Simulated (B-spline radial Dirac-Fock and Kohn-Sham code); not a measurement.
# Ir⁴⁺ 4f7/2: cross section and angular parameters

System: the Ir⁴⁺ ion in the configuration [Xe] 4f14 5d5; threshold 123.7 eV (orbital energy of the model). Calculated with a radial finite-basis atomic code, using Dirac-Hartree-Slater photoionisation with a Latter tail; cross sections with all multipoles, angular parameters from the dipole term and its interference with E2.

Input of the calculation (task.json; shells as n, l, electrons):

```json
{"items": [{
  "Z": 77,
  "q": 4,
  "cfg": [[1, 0, 2], [2, 0, 2], [2, 1, 6], [3, 0, 2], [3, 1, 6], [3, 2, 10], [4, 0, 2], [4, 1, 6], [4, 2, 10], [4, 3, 14], [5, 0, 2], [5, 1, 6], [5, 2, 5]],
  "A": 193,
  "rrms": 5.4032,
  "do": "xps",
  "hv": [60, 62.4, 81.3, 111.0, 130.0, 135.0, 174.0, 183.0, 200, 207.0, 215.0, 253.0, 300, 671.0, 753.0, 765.0, 915.0, 1000, 1253.6, 2000, 2230.0, 2690.0, 3630.0, 4000, 6280.0, 7400.0, 8450.0, 9251.7, 12300.0, 12600.0]
}]}
```

Launch: `python xray2_run.py task.json out`

For linearly polarised light dσ/dΩ = σ/(4π) [1 + β P₂(cos θ) + (δ + γ cos²θ) sin θ cos φ], with θ from the polarisation vector and φ the angle between the beam and the projection of the electron momentum on the plane normal to the polarisation.

```
hν (eV)  σ (kb)      β       γ      δ
    135     942  1.601   0.022  0.002
    174    2360  0.498   0.003  0.007
    183    2600  0.414   0.001  0.008
    200    2920  0.327  -0.002  0.010
    207    3020  0.308  -0.002  0.011
    215    3110  0.295  -0.003  0.011
    253    3330  0.300  -0.004  0.015
    300    3210  0.364  -0.004  0.018
    671     941  0.811   0.028  0.041
    753     718  0.864   0.043  0.045
    765     691  0.871   0.045  0.046
    915     436  0.941   0.079  0.054
   1000     343  0.969   0.102  0.059
 1253.6     179  1.023   0.176  0.073
   2000    40.6  1.054   0.413  0.110
   2230    28.1  1.046   0.483  0.121
   2690    14.6  1.023   0.613  0.143
   3630       ?      ?       ?      ?
   4000    3.37  0.936   0.908  0.204
   6280   0.570  0.805   1.239  0.308
   7400   0.291  0.755   1.353  0.356
   8450   0.167  0.714   1.443  0.401
 9251.7   0.114  0.687   1.502  0.434
  12300  0.0332  0.602   1.673  0.554
  12600  0.0299  0.595   1.686  0.565
```

Question: Give the values at 3630 eV.

Answer: σ = 4.86 kb, β = 0.961, γ = 0.834, δ = 0.187.
